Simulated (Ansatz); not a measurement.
Reaction (ligand exchange at the Si–N bond): `N[SiH](F)/N=C/F` + `N[SiH2]N` → `N[SiH2]N[SiH](N)F` + `N=CF`

Isolated molecules relaxed with PBE0-D4/def2-TZVP in Ansatz; ΔE leaves out vibrations. CBS: MP2 limit from def2 TZ/QZ plus the TZ coupled-cluster correction, frozen cores. This one scheme is used for every species. Each species was taken in one conformer, which may not be the lowest.

`N[SiH](F)/N=C/F`:

```xyz
10

N     0.984    1.245   -1.042
Si    0.701   -0.267   -0.350
F    -0.044   -1.281   -1.350
N    -0.287    0.003    1.034
C    -1.358   -0.564    1.275
F    -2.047   -0.296    2.387
H     1.590    1.393   -1.830
H     0.408    2.041   -0.832
H     1.947   -0.961    0.019
H    -1.895   -1.313    0.688
```

`N[SiH2]N`:

Cartesian coordinates in Å:
```
N -1.252 0.747 0.060
Si -0.089 -0.456 -0.297
N 1.396 -0.006 0.423
H -1.485 0.991 1.009
H -2.011 0.928 -0.574
H -0.123 -0.541 -1.787
H -0.337 -1.824 0.244
H 2.055 -0.707 0.719
H 1.846 0.868 0.203
```

`N[SiH2]N[SiH](N)F`:

```xyz
14

N    -0.793    1.617    0.839
Si   -1.298    0.652   -0.501
N     0.068   -0.135   -1.201
Si    1.179   -1.208   -0.463
N     1.116   -0.905    1.196
F     0.828   -2.754   -0.696
H    -0.223    2.433    0.675
H    -1.466    1.799    1.568
H    -1.913    1.413   -1.625
H    -2.301   -0.277    0.077
H     0.208    0.044   -2.185
H     2.492   -1.066   -1.135
H     0.717   -0.049    1.549
H     1.387   -1.565    1.903
```

`N=CF`:

Z-matrix (Å, degrees):
```
C
N 1 1.242
F 1 1.328 2 120.0
H 1 1.092 2 129.8 3 -180.0
H 2 1.016 1 110.6 3 -180.0
```

| species | CCSD/CBS(def2) energy (Eh) |
| --- | --- |
| `N[SiH](F)/N=C/F` | -638.59769 |
| `N[SiH2]N` | -402.13380 |
| `N[SiH2]N[SiH](N)F` | -847.03957 |
| `N=CF` | -193.69821 |

**Question.** Work out ΔE.

**Answer.** ΔE = (-847.03957) + (-193.69821) − (-638.59769) − (-402.13380) = -0.00629 Eh = -3.9 kcal/mol. CCSD(T)/CBS gives -4.3 kcal/mol.

Largest T1 diagnostic among the species: 0.013.

In def2-TZVPP, CCSD(T) changes the Hartree–Fock value by −3.2 kcal/mol (the triples alone add −0.3 kcal/mol) and MP2 by −2.5 kcal/mol. The D4 term adds −2.1 kcal/mol with B3LYP and −1.2 kcal/mol with PBE0; it sums over pairs of atoms, weighted by their polarisabilities, and B3LYP, whose exchange is more repulsive, gets the larger term.

B3LYP here is the variant with VWN-RPA as its local correlation; programs differ in this.
